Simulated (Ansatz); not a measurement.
A run for Ansatz (a program for electronic structure): U-CCSD(T)/def2-TZVPP on H2OSn (SMILES [OH][SnH]), a point of a bond scan (R = 4.146 Å). Elements past Kr take the def2 small-core potentials; no spin–orbit coupling. The run froze 10 orbitals, filled d shells among them.

Ansatz 0.2 input:
```yaml
crystal:
  periodic: [false, false, false]
  atoms:
    - {symbol: Sn, position_ang: [-0.18386056, -0.15025870, 0.19526245]}
    - {symbol: H, position_ang: [-3.10795818, 0.22923647, -2.71973604]}
    - {symbol: O, position_ang: [1.21528417, 0.79939053, -0.86933130]}
    - {symbol: H, position_ang: [0.92596202, 1.10307134, -1.73634394]}
basis:
  gaussian:
    orbitals: def2-TZVPP
correlation: {method: ccsd_t, electrons: outside_noble_gas}
scf: {omitted_lower_state_checks: [cluster_reference]}
magnetization: {spin_polarized: true, initial_magnetization: 0}
```

Question: What total energy does the run end on?

Answer: -289.6786 hartree (reference determinant -289.3431, T1 diagnostic 0.022). Its determinant has ⟨S²⟩ = 1.00, a mixture of spin states.

Question: How many basis functions does it have, and what does it roughly cost on one machine?

Answer: 109 functions; roughly 20 core-seconds.
